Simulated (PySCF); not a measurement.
# Exercise with solution: chemical shift, span and skew from a shielding tensor

Zn(NH2)(SiH3) (H5NSiZn), SMILES [NH2][Zn][SiH3]. Atoms are numbered in the order given.

```xyz
8

Zn    -0.0225     0.3614    -0.2381
N      0.0207     1.8969    -1.2125
H     -0.4708     2.7296    -0.9013
H     -0.0084     1.8749    -2.2275
Si     0.0568    -1.6059     1.0497
H      0.1359    -2.8297     0.1862
H     -1.1628    -1.7640     1.9080
H      1.2409    -1.6473     1.9686
```

Geometry optimised at PBE0-D3(BJ)/def2-SVP. The values are those of a single conformer.

GIAO shieldings from KT2/pcSseg-1 in PySCF, non-relativistic, no solvent. The symmetric part of the tensor of N2 has the principal values 208.3, 221.9, 305.4 ppm. The same nucleus in NH3 has σ = 266.2 ppm at this level (PySCF, at its B3LYP-D3(BJ)/def2-TZVP geometry).

### Question
Work out the isotropic shielding, the ¹⁵N shift against NH3, the span and the skew.

### Answer

σ(iso) = (σ11 + σ22 + σ33)/3 = 245.2 ppm. δ = σ(ref) − σ(iso) = 266.2 − (245.2) = 21.0 ppm.
Span Ω = σ33 − σ11 = 97.1 ppm. Skew κ = 3(σ(iso) − σ22)/Ω = 0.72. Tumbling in solution averages the tensor to δ; in a static solid the shielding alone would spread this spin-1/2 line over Ω.
